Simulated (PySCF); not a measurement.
BrH2MgN, SMILES [NH2][Mg][Br].

Geometry optimised at PBE0-D3(BJ)/def2-TZVP. One conformer was computed; it need not be the lowest.

Level of theory: PySCF 2.14.0 with C-PCM-M06-2X/def2-SVP.

The values are the electrostatic part of the solvation free energy, E(continuum) − E(gas) at the gas-phase geometry, in a cavity of scaled van der Waals radii (PySCF's table); cavitation and dispersion terms are not included. A continuum can't describe solvent molecules that bind to the metal. In vacuum the orbital gap is 7.22 eV. The dipole moment in vacuum is 2.36 D.

| solvent | ε | ΔG(elec) (kcal/mol) | dipole (D) | gap (eV) |
|---|---|---|---|---|
| water | 78.36 | -12.4 | 3.05 | 7.60 |
| 1-octanol | 9.86 | -11.1 | 2.98 | 7.56 |
| ethylethanoate | 5.99 | ___ | ___ | ___ |

Question: What belongs in the gaps? (The exact figures need the calculation; the answer reports its results.)

Answer: 
- ethylethanoate, ΔG(elec) (kcal/mol): -10.2
- ethylethanoate, dipole (D): 2.93
- ethylethanoate, gap (eV): 7.54
